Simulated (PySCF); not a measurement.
# Ionisation energy along the 16-electron series

Calculated with PySCF 2.14 and a two-component X2C-1e Hamiltonian (Gaussian nucleus, no Breit or QED terms), each ion in its own even-tempered basis scaled to its charge; GMP2 freezes 1s2 and drops the highest virtual spinors. Values in eV. NIST values: (m) measured, (s) semi-empirical, (t) theoretical.

| ion | configuration | GHF (spin-free) | GMP2 (spin-free) | GHF (screened spin-orbit) | GMP2 (screened spin-orbit) | NIST |
| --- | --- | --- | --- | --- | --- | --- |
| Ta(57+) | [Ne] 3s2 3p4 | 5869.4 | 5870.7 | 5789.0 | 5789.5 | 5785 ± 6 (t) |
| W(58+) | [Ne] 3s2 3p4 | 6069.2 | 6070.6 | 5982.9 | 5983.3 | 5970 ± 5 (s) |
| Re(59+) | [Ne] 3s2 3p4 | 6272.6 | 6274.0 | 6180.0 | 6180.4 | 6176 ± 7 (t) |

Between Z = 73 and Z = 75 the GMP2 (screened spin-orbit) value grows as Z to the power 2.42.
